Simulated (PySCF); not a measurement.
1-bromo-2,2-dichloro-1-fluoroethene (C2BrCl2F), SMILES FC(Br)=C(Cl)Cl. Atoms are numbered in the order given.

```xyz
6

F      1.9580    -0.0705     0.0000
C      0.6444    -0.1221     0.0000
Br    -0.0532    -1.8450     0.0000
C     -0.0933     1.0011     0.0000
Cl     0.6805     2.5318     0.0000
Cl    -1.8021     0.9939     0.0000
```
Charge 0, spin multiplicity 1.

Geometry optimised at PBE0-D3(BJ)/def2-SVP.

Method: CAM-B3LYP/def2-TZVP in PySCF.

Symmetry labels are those of the subgroup Cs that the program uses (full group Cs).

Computed valence orbital energies around the gap with their symmetry:
```
orbital  symmetry  energy (eV)
-------  --------  -----------
HOMO−7         A"       -13.44
HOMO−6         A'       -13.16
HOMO−5         A'       -11.64
HOMO−4         A"       -11.34
HOMO−3         A'       -11.10
HOMO−2         A"       -11.08
HOMO−1         A'       -10.27
HOMO           A"        -8.56
LUMO           A"         0.39
LUMO+1         A'         0.48
LUMO+2         A'         1.29
LUMO+3         A'         2.08
```
